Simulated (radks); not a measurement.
In, configuration [Kr] 4d10 5s2 5p1.

Calculated with a radial shooting solver on a logarithmic mesh with Libxc functionals: scalar-relativistic Kohn-Sham, BLYP, spin-polarised, spherical densities, point nucleus; open shells are filled with parallel spins first (spin-orbit coupling, left out, can overturn this in heavy ions).

Energy parts (hartree):
part                        energy
total                  -5882.25352
kinetic                 6131.46793
electron-nucleus      -14222.44753
Hartree                 2368.83531
exchange-correlation    -160.10923

Orbitals (lengths in bohr, moments of r in powers of bohr; r(90%) holds 90 % of the orbital's charge):
orbital  occ.  eigenvalue (hartree)  r(90%)      <r^4>
1s up       1             -1020.113  0.0534  3.717e-06
1s down     1             -1020.113  0.0534  3.717e-06
2s up       1             -152.7353   0.199  0.0006512
2s down     1             -152.7352   0.199  0.0006512
2p up       3             -137.0991   0.183  0.0004677
2p down     3             -137.0988   0.183  0.0004677
3s up       1             -28.96671   0.513    0.02954
3s down     1             -28.96639   0.513    0.02954
3p up       3             -23.84754   0.522    0.03136
3p down     3             -23.84717   0.522    0.03136
3d up       5             -15.89667   0.512    0.02901
3d down     5             -15.89635   0.512    0.02901
4s up       1              -4.38689    1.23     0.9923
4s down     1              -4.38621    1.23     0.9918
4p up       3              -2.86050    1.36      1.485
4p down     3              -2.85976    1.36      1.482
4d up       5              -0.67569    1.87      5.686
4d down     5              -0.67338    1.86      5.558
5s up       1              -0.30565    3.92      102.1
5s down     1              -0.29028    3.92      102.6
5p up       1              -0.09649    5.80      499.7
5p down     0              -0.08112    6.04      588.9

The highest occupied level is 5p up at -2.626 eV. Summed over all electrons, <r^2> = 58.83 bohr^2, which gives a Langevin (diamagnetic) susceptibility term of -46.6 x 10^-6 cm^3/mol. Spin moment in Bohr magnetons: 1. The density falls to 0.001 e/bohr^3 at r = 4.64 bohr.
